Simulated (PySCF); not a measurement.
Simulated P 2p region for `FC([Si@@H](N[SiH3])P)(F)F`, binding energy against the vacuum level.

Every computed line was given a Gaussian of 0.5 eV full width at half maximum and an area set by the number of equivalent atoms (split 2:1 within a doublet); the highest printed point is 100. Computed, not measured: delta-SCF UKS SCAN, pcX-2 on the ionised atom, pcseg-1 elsewhere, spin-free X2C (PySCF).

| binding energy (eV) | intensity |
| --- | --- |
| 135.9 | 1 |
| 136.0 | 2 |
| 136.1 | 8 |
| 136.2 | 20 |
| 136.3 | 41 |
| 136.4 | 69 |
| 136.5 | 93 |
| 136.6 | 100 |
| 136.7 | 86 |
| 136.8 | 60 |
| 136.9 | 34 |
| 137.0 | 19 |
| 137.1 | 16 |
| 137.2 | 23 |
| 137.3 | 36 |
| 137.4 | 47 |
| 137.5 | 50 |
| 137.6 | 42 |
| 137.7 | 28 |
| 137.8 | 15 |
| 137.9 | 7 |
| 138.0 | 2 |
| 138.1 | 1 |
| 138.2 | 0 |

Question: Count the maxima, the lines and the sites behind this envelope.

Answer: The curve has 2 maxima (at 136.6 and 137.5 eV). Under it lie 2 lines from 1 inequivalent phosphorus site, drawn as a 2p3/2, 2p1/2 pair.

Question: Decompose the envelope and assign each component. Numbering: `[F:1][C:2]([F:3])([F:4])[Si@H:5]([PH2:6])[NH:7][SiH3:8]`.

Answer: 
| position (eV) | relative area | line | atoms | environment |
| --- | --- | --- | --- | --- |
| 136.58 | 0.67 | P 2p3/2 | P6 | three-coordinate phosphorus |
| 137.47 | 0.33 | P 2p1/2 | P6 | three-coordinate phosphorus |

No satellites, vibrations or lifetime broadening are included. Spin–orbit and ligand-field terms were added within each 2p shell after the spin-free SCF. 2p1/2 minus 2p3/2 (ligand field included): P 0.89 eV. Geometry: PBE0-D3(BJ)/def2-SVP, one conformer, isolated molecule.

Shape of the structure used: `[F:1][C:2]([F:3])([F:4])[Si@H:5]([PH2:6])[NH:7][SiH3:8]`: F1–C2–Si5–P6 -56°, C2–Si5–N7–Si8 76°, H–P6–Si5–C2 -38°, H–P6–Si5–C2 55°.
